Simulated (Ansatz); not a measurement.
One change: `O[Si@H](Cl)[Si@H](F)Cl` becomes `O[Si](O)(Cl)[SiH](F)Cl`.

Ansatz, PBE0-D4/def2-TZVP geometries, multiplicity 1. Each molecule was computed in one conformer, which needn't be the lowest.

```tsv
property	`O[Si@H](Cl)[Si@H](F)Cl`
LUMO energy (ωB97M-V/def2-TZVPP) / eV	0.77
HOMO energy (PBE/def2-TZVPP) / eV	-6.94
size of the dipole moment (PBE/def2-TZVPP) / D	1.42
size of the dipole moment (ωB97M-V/def2-TZVPP) / D	1.48
HOMO–LUMO gap (PBE/def2-TZVPP) / eV	5.07
HOMO energy (ωB97M-V/def2-TZVPP) / eV	-10.25
```

Task: What does the change do to each property? (Best estimate.)

Result: Computed: 
```json
{"property": "LUMO energy (ωB97M-V/def2-TZVPP) / eV", "`O[Si](O)(Cl)[SiH](F)Cl`": "1.14", "shift": "0.37"}
{"property": "HOMO energy (PBE/def2-TZVPP) / eV", "`O[Si](O)(Cl)[SiH](F)Cl`": "-7.02", "shift": "-0.08"}
{"property": "size of the dipole moment (PBE/def2-TZVPP) / D", "`O[Si](O)(Cl)[SiH](F)Cl`": "2.32", "shift": "0.90"}
{"property": "size of the dipole moment (ωB97M-V/def2-TZVPP) / D", "`O[Si](O)(Cl)[SiH](F)Cl`": "2.37", "shift": "0.89"}
{"property": "HOMO–LUMO gap (PBE/def2-TZVPP) / eV", "`O[Si](O)(Cl)[SiH](F)Cl`": "5.48", "shift": "0.41"}
{"property": "HOMO energy (ωB97M-V/def2-TZVPP) / eV", "`O[Si](O)(Cl)[SiH](F)Cl`": "-10.38", "shift": "-0.13"}
```

With PBE0 the HOMO falls by 0.11 eV and the LUMO rises by 0.36 eV, so the gap widens by about 0.47 eV. PBE moves the HOMO by -0.08 eV and ωB97M-V by -0.13 eV. Dipoles are sizes alone; their direction can turn.

Positive LUMOs are unbound, so they and the gaps depend on the basis.
